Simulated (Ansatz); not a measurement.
Basis sets compared for Cd2O3H2. Total charge 0; singlet. Geometry r2SCAN-D4/def2-SVP. Ansatz on 4 threads of Arm Neoverse V1 on a shared host; times are rough, and most runs start from earlier orbitals.

Cartesian coordinates in Å:
```
Cd -0.266 -1.208 -1.243
Cd 0.703 1.569 0.370
O 0.885 0.373 -1.168
O 0.532 2.921 1.785
O -1.453 -2.752 -1.499
H -1.222 -3.458 -0.878
H 0.822 2.555 2.633
```

In the def2 sets Cd takes a core potential, while STO-3G treats all electrons; there is no spin–orbit coupling. The structure comes from a short search, and lower isomers may exist.

STO-3G and 6-31G are all-electron sets without relativity, so their totals don't compare with the def2 sets.

Binding counts from free atoms (Cd singlet, O triplet, H doublet) in the same basis, without a counterpoise term.

```
              level  functions  energy (Eh)  HOMO (eV)  LUMO (eV)  binding per atom (eV)  wall time
          HF/STO-3G         71  -11045.9431      -6.46       8.62                      –     0.65 s
       HF/def2-TZVP        185    -559.5597     -11.40       0.70                   1.34      1.9 s
    PBE-D4/def2-SVP        114    -561.9351      -5.95      -2.66                   2.72      1.1 s
   PBE-D4/def2-TZVP        185    -562.3054      -6.26      -2.86                   2.72      1.6 s
r2SCAN-D4/def2-TZVP        185    -562.5302      -6.54      -2.65                   2.66      3.5 s
   PBE0-D4/def2-SVP        114    -561.8970      -7.50      -1.82                   2.54      1.6 s
  PBE0-D4/def2-TZVP        185    -562.2627      -7.77      -2.00                   2.55      2.4 s
```

(1) Estimate the rows for PBE-D4/def2-TZVPD, r2SCAN-D4/def2-TZVPD, PBE0-D4/def2-TZVPD.

Results:

(1) 
```tsv
level	functions	energy (Eh)	HOMO (eV)	LUMO (eV)	binding per atom (eV)	wall time
PBE-D4/def2-TZVPD	218	-562.3135	-6.37	-2.94	2.74	2.2 s
r2SCAN-D4/def2-TZVPD	218	-562.5375	-6.62	-2.70	2.68	4.7 s
PBE0-D4/def2-TZVPD	218	-562.2704	-7.85	-2.09	2.57	3.5 s
```
